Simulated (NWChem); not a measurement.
System meant: C2H2Cl, doublet; SMILES ClC=[CH]

The following NWChem deck was run.

```
start job
memory heap 200 mb stack 700 mb global 900 mb
geometry units angstroms noautoz
  C     -0.270185     1.723922     0.000000
  C      0.503428     0.668803     0.000000
  Cl    -0.110954    -0.969424     0.000000
  H     -1.319842     2.007224     0.000000
  H      1.597104     0.712484     0.000000
end
basis spherical
  * library def2-svp
end
dft
  odft
  mult 2
  xc xpbe96 cpbe96
  iterations 4
  mulliken
end
task dft energy
```

End of the output:

```
     --------------------------
     Expectation value of S2:
     --------------------------
      <S2> =      0.7563 (Exact =     0.7500)

 center of mass
 --------------
 x =  -0.01101081 y =  -0.11222383 z =   0.00000000

 moments of inertia (a.u.)
 ------------------
         279.877709154812          -0.000000000000           0.000000000000
          -0.000000000000          30.915977305209           0.000000000000
           0.000000000000           0.000000000000         310.793686460020

     Multipole analysis of the density
     ---------------------------------

     L   x y z        total         alpha         beta         nuclear
     -   - - -        -----         -----         ----         -------
     0   0 0 0     -0.000000    -16.000000    -15.000000     31.000000

     1   1 0 0      0.014446      0.142063     -0.127617     -0.000000
     1   0 1 0      0.188263     -1.496793      1.685055      0.000000
     1   0 0 1     -0.000000     -0.000000     -0.000000      0.000000

     2   2 0 0    -16.091317    -20.269068    -18.930043     23.107793
     2   1 1 0     -0.803804      1.245866      0.731581     -2.781251
     2   1 0 1      0.000000      0.000000     -0.000000      0.000000
     2   0 2 0    -18.109563    -89.490006    -75.051238    146.431681
     2   0 1 1     -0.000000     -0.000000     -0.000000      0.000000
     2   0 0 2    -19.111553     -9.911151     -9.200403      0.000000

 ------------------------------------------------------------------------
 dft energy failed                                                                                  0
 ------------------------------------------------------------------------
 ------------------------------------------------------------------------
  current input line :
    20: task dft energy
 ------------------------------------------------------------------------
 ------------------------------------------------------------------------
 This type of error is most commonly associated with calculations not reaching convergence criteria
 ------------------------------------------------------------------------
 For more information see the NWChem manual at https://nwchemgit.github.io

0:dft energy failed:Received an Error in Communication
```

Problem. What is wrong, and how is it mended?

Solution. Convergence was not reached. Cause: the SCF was allowed too few iterations. This input runs:
```
start job
memory heap 200 mb stack 700 mb global 900 mb
geometry units angstroms noautoz
  C     -0.270185     1.723922     0.000000
  C      0.503428     0.668803     0.000000
  Cl    -0.110954    -0.969424     0.000000
  H     -1.319842     2.007224     0.000000
  H      1.597104     0.712484     0.000000
end
basis spherical
  * library def2-svp
end
dft
  odft
  mult 2
  xc xpbe96 cpbe96
  iterations 150
  mulliken
end
task dft energy
```
It converges to -537.00581 Ha (PBE/def2-SVP, spin-unrestricted).
